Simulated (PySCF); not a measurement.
**Ir(2+): ionisation energy**

Ir(2+) [Xe] 4f14 5d7 (4F) → Ir(3+) [Xe] 4f14 5d6 (5D), as a difference of total energies. Computed with PySCF 2.14 in x2c-TZVPPall, with the spin-free X2C one-electron Hamiltonian (Gaussian nucleus). Correlated levels: valence: [Xe] 4f14 frozen. The calculations carry no spin-orbit coupling.

```
           method  ionisation energy (eV)
              UHF                  27.480
    MP2 (valence)                  28.721
SCS-MP2 (valence)                  28.854
   CCSD (valence)                  28.703
CCSD(T) (valence)                  28.761
```

Problem. How much does correlation contribute at CCSD(T) (valence)?

Solution. 28.761 − (27.480) = 1.281 eV, measured against UHF.

A first-order spin-orbit estimate (lowest level to lowest level, LS coupling) adds 0.217 eV.

Errors of the correlated levels include the incompleteness of this basis and the frozen core.

For comparison: 28 ± 1.6 eV (theoretical estimate listed by NIST; NIST Atomic Spectra Database, ionization energies).
